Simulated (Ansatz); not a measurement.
Start from `[CH3][In]([NH2])[GeH3]` and change one atom or group to get `[CH3][In]([NH2])[NH2]`.

Ansatz, PBE0-D4/def2-TZVP geometries, multiplicity 1. Each molecule was computed in one conformer, which needn't be the lowest.

Elements past krypton have def2 core potentials. Scalar relativity is left out up to krypton.

```tsv
property	`[CH3][In]([NH2])[GeH3]`
HOMO–LUMO gap (B3LYP/def2-TZVPP) / eV	5.36
HOMO–LUMO gap (PBE/def2-TZVPP) / eV	3.86
size of the dipole moment (B3LYP/def2-TZVPP) / D	1.01
LUMO energy (ωB97M-V/def2-TZVPP) / eV	0.47
LUMO energy (PBE0/def2-TZVPP) / eV	-1.01
zero-point energy (PBE0-D4/def2-TZVP) / kJ/mol	217.6
```

What does the change do to each property? (An estimate is asked.)

Ansatz gave: 
| property | `[CH3][In]([NH2])[NH2]` | shift |
| --- | --- | --- |
| HOMO–LUMO gap (B3LYP/def2-TZVPP) / eV | 5.54 | 0.18 |
| HOMO–LUMO gap (PBE/def2-TZVPP) / eV | 3.95 | 0.09 |
| size of the dipole moment (B3LYP/def2-TZVPP) / D | 1.63 | 0.62 |
| LUMO energy (ωB97M-V/def2-TZVPP) / eV | 1.06 | 0.59 |
| LUMO energy (PBE0/def2-TZVPP) / eV | -0.37 | 0.64 |
| zero-point energy (PBE0-D4/def2-TZVP) / kJ/mol | 223.2 | 5.6 |

With PBE0 the HOMO rises by 0.36 eV and the LUMO rises by 0.64 eV, so the gap widens by about 0.28 eV. PBE moves the HOMO by 0.43 eV and ωB97M-V by 0.32 eV. The zero-point energy changes by 5.6 kJ/mol with -3 modes. Dipoles are sizes alone; their direction can turn.

B3LYP here is the variant with VWN-RPA as its local correlation; programs differ in this.
